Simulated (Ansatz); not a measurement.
C4H10F3NSn, SMILES `CC(C)(C)[NH][Sn]([F])([F])[F]`, 19 atoms. Charge 0, multiplicity 1. Correlated methods include outer-core shells of Sn, which these sets cover unevenly. Sn: def2 effective core potential. Hardware: A = 4 threads of an AMD EPYC 7R13 on a shared host and a share of an NVIDIA H100 80 GB; B = 4 threads of an AMD EPYC 7R13 on a shared host. Correlated methods freeze the cores.

Give the basis size and wall time and peak host memory of each of these runs in Ansatz. RKS B2PLYP (frozen core)/def2-TZVPP energy [A]; RHF-CCSD(T)/def2-TZVPP energy [A]; RKS r2SCANh-D4/def2-TZVPP energy [A]; RKS ωB97M-V/def2-SVP energy [B]; RKS PBE-D4/def2-TZVPP energy and forces [A]; RKS PBE0-D4/def2-QZVPP energy [A]; RKS PBE0-D4/def2-TZVPP energy [A]; RKS PBE0-D4/def2-TZVP relaxation (10 steps) [A]; RKS ωB97M-V/def2-QZVPP energy [A]; RHF-MP2/def2-QZVPP energy [A]; direct RPA on PBE orbitals/def2-TZVPP energy [A]; RKS PBE0-D4/def2-SVP energy [B]. (Best estimate.)

The calculation gave: Other jobs shared the machine, so times are rough.

| level | job | functions | wall time | peak host memory (GiB) |
| --- | --- | --- | --- | --- |
| RKS PBE0-D4/def2-TZVPP | energy [A] | 438 | 3.4 s | 0.97 |
| RKS PBE0-D4/def2-SVP | energy [B] | 188 | 3.6 s | 0.89 |
| RKS B2PLYP (frozen core)/def2-TZVPP | energy [A] | 438 | 4.1 s | 2.2 |
| RKS r2SCANh-D4/def2-TZVPP | energy [A] | 438 | 5.5 s | 1 |
| RKS PBE-D4/def2-TZVPP | energy and forces [A] | 438 | 5.5 s | 0.97 |
| direct RPA on PBE orbitals/def2-TZVPP | energy [A] | 438 | 6 s | 2.3 |
| RKS PBE0-D4/def2-QZVPP | energy [A] | 838 | 7 s | 1.4 |
| RKS ωB97M-V/def2-QZVPP | energy [A] | 838 | 7.5 s | 1.6 |
| RHF-MP2/def2-QZVPP | energy [A] | 838 | 9.5 s | 1.5 |
| RKS ωB97M-V/def2-SVP | energy [B] | 188 | 10 s | 1.1 |
| RKS PBE0-D4/def2-TZVP | relaxation (10 steps) [A] | 358 | 47 s | 1.1 |
| RHF-CCSD(T)/def2-TZVPP | energy [A] | 438 | 65 s | 0.94 |
